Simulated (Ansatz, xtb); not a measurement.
# ClH4OSi2: which of two isomers lies lower

We compare a, `[SiH3]O[SiH]Cl`, a doublet, with b, `[SiH2]O[SiH2]Cl`, a doublet. Both are isolated molecules in the gas phase, relaxed with B3LYP-D3(BJ)/def2-SVP; the shapes shown needn't be the lowest conformers.

a (Å):

```xyz
8

Cl   -0.5482    3.1133   -1.8584
O     0.9162    0.4359   -2.0288
Si    0.2103   -0.5281   -0.8543
Si    0.6606    1.7897   -2.9425
H     0.3101    0.1401    0.4718
H    -1.2215   -0.7719   -1.1860
H     0.9490   -1.8172   -0.8309
H     1.9882    2.4486   -3.1678
```

b (Å):

| atom | x (Å) | y (Å) | z (Å) |
| --- | --- | --- | --- |
| Cl | -0.8354 | -0.3687 | -3.4493 |
| O | 0.7889 | 0.9087 | -1.2069 |
| Si | -0.2859 | 1.1287 | 0.0587 |
| Si | 0.9323 | 0.5116 | -2.8006 |
| H | -1.0398 | -0.1423 | 0.3076 |
| H | 0.5253 | 1.4999 | 1.2590 |
| H | 1.1565 | 1.7327 | -3.6100 |
| H | 2.0305 | -0.4693 | -2.9600 |

Task: Estimate E(b) − E(a) at the level CCSD(T)/def2-SVP + ΔMP2/def2-TZVPP.

Result: Too close to call at this level: CCSD(T)/def2-SVP + ΔMP2/def2-TZVPP gives E(b) − E(a) = −0.45 kJ/mol.

Level by level:

| level | geometry | E(b) − E(a) (kJ/mol) | departure from the last row (kJ/mol) | job, with rough time for the two |
| --- | --- | --- | --- | --- |
| B3LYP-D3(BJ)/def2-SVP | B3LYP-D3(BJ)/def2-SVP | +2.80 | +3.25 | optimisation, 3.9 min |
| HF/def2-SVP | B3LYP-D3(BJ)/def2-SVP | −3.90 | −3.45 | part of the CCSD(T) run |
| MP2/def2-SVP | B3LYP-D3(BJ)/def2-SVP | −2.53 | −2.08 | part of the CCSD(T) run |
| CCSD(T)/def2-SVP | B3LYP-D3(BJ)/def2-SVP | −1.59 | −1.14 | single point |
| CCSD(T)/def2-SVP + ΔMP2/def2-TZVPP | B3LYP-D3(BJ)/def2-SVP | −0.45 |  | single point, 30 s |

As drawn, both hold the same kinds of bond in the same numbers.

The largest departure from CCSD(T)/def2-SVP + ΔMP2/def2-TZVPP is that of HF/def2-SVP, 3.45 kJ/mol. Levels run at GFN2-xTB geometries aren't shown. The last row adds to CCSD(T) the change of the MP2 difference between the two basis sets, here +1.14 kJ/mol.

With harmonic frequencies from B3LYP-D3(BJ)/def2-SVP (ideal gas, rigid rotor, one conformer each, 298.15 K, 1 atm): on the last row, ΔE + ΔZPE = −0.94 kJ/mol. A mode under 50 cm⁻¹ makes harmonic enthalpies and free energies unreliable, so none is given.

Open shells are spin-unrestricted. The correlated steps freeze 16 core orbitals. Codes used: Ansatz 0.2.0; the last row on 2 threads of Intel(R) Xeon(R) Platinum 8488C (Sapphire Rapids) on a shared host.
